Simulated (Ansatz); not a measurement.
Ansatz (a program for electronic structure) input (CCSD(T)/6-31G):

Ansatz 0.2 input:
```yaml
crystal:
  periodic: [false, false, false]
  atoms:
    - {symbol: C, position_ang: [2.02729628, -0.84306265, 0.07359604]}
    - {symbol: C, position_ang: [0.61753875, -0.41031546, 0.47633753]}
    - {symbol: C, position_ang: [-0.48435974, -1.04647323, -0.30991352]}
    - {symbol: C, position_ang: [-1.54932315, -0.06787126, -0.67663895]}
    - {symbol: C, position_ang: [-1.18625632, 1.18701643, 0.14456864]}
    - {symbol: C, position_ang: [0.33706373, 1.09687123, 0.29822087]}
    - {symbol: H, position_ang: [2.21527425, -0.60953064, -0.97680827]}
    - {symbol: H, position_ang: [2.78116835, -0.33152337, 0.67658582]}
    - {symbol: H, position_ang: [2.16398811, -1.91789535, 0.20867591]}
    - {symbol: H, position_ang: [0.49099782, -0.65702357, 1.54465438]}
    - {symbol: H, position_ang: [-0.50662733, -2.09662746, -0.56823645]}
    - {symbol: H, position_ang: [-1.52610016, 0.16011911, -1.75341206]}
    - {symbol: H, position_ang: [-2.56221883, -0.43099802, -0.47375995]}
    - {symbol: H, position_ang: [-1.51544779, 2.11466981, -0.32465132]}
    - {symbol: H, position_ang: [-1.66042754, 1.13051058, 1.12798245]}
    - {symbol: H, position_ang: [0.82389397, 1.44206698, -0.61958538]}
    - {symbol: H, position_ang: [0.72374164, 1.69924144, 1.12153118]}
basis:
  gaussian:
    orbitals: 6-31G
magnetization: {spin_polarized: true, initial_magnetization: 1}
correlation: {method: ccsd_t, electrons: outside_noble_gas}
```

Output:

```
Functional definition: HF
integrals: 0.14 GiB planned
1114 factors; integrals over basis functions are off by at most 2.0e-4 eV
0.34 GiB of device memory are held for the factors and their scratch space
mean field: 0.32 GiB planned
mean field evaluation 1: about -6350.3605 eV, gradient 2.1e1 eV
mean field evaluation 2: about -6350.3574 eV, gradient 2.1e1 eV
mean field evaluation 4: about -6353.2748 eV, gradient 2.5e0 eV
mean field evaluation 8: about -6353.3370 eV, gradient 5.5e-4 eV
mean field evaluation 16: about -6353.3415 eV, gradient 3.4e-1 eV
mean field -6353.33653753 eV, -233.4808113081 hartree, gradient 9.0e-6 eV, S^2 0.765500; 1 other end points of the search recorded, 0 dependent functions left out
6 core orbitals not correlated
reference -6353.33653753 eV, -233.4808113081 hartree; 18, 17 occupied and 52, 53 virtual orbitals, 1114 factors
second order -14.17184719 eV of doubles, -0.00000000 eV of singles
coupled cluster: 0.85 GiB planned
cycle   1  -15.40232067 eV  change    -1.2e0 eV  update   8.7e-2
cycle   2  -15.97944930 eV  change   -5.8e-1 eV  update   3.2e-2
cycle   3  -16.06651237 eV  change   -8.7e-2 eV  update   1.0e-2
cycle   4  -16.07165903 eV  change   -5.1e-3 eV  update   3.7e-3
cycle   5  -16.07223896 eV  change   -5.8e-4 eV  update   1.4e-3
cycle   6  -16.07220912 eV  change    3.0e-5 eV  update   5.0e-4
cycle   7  -16.07213573 eV  change    7.3e-5 eV  update   1.8e-4
cycle   8  -16.07214271 eV  change   -7.0e-6 eV  update   6.3e-5
cycle   9  -16.07214005 eV  change    2.7e-6 eV  update   2.5e-5
perturbative correction -0.40188235 eV, -0.0147689038 hartree
Total energy: -6369.81055992 eV, -234.0862204645 hartree
```

It need not be the lowest isomer of its formula.
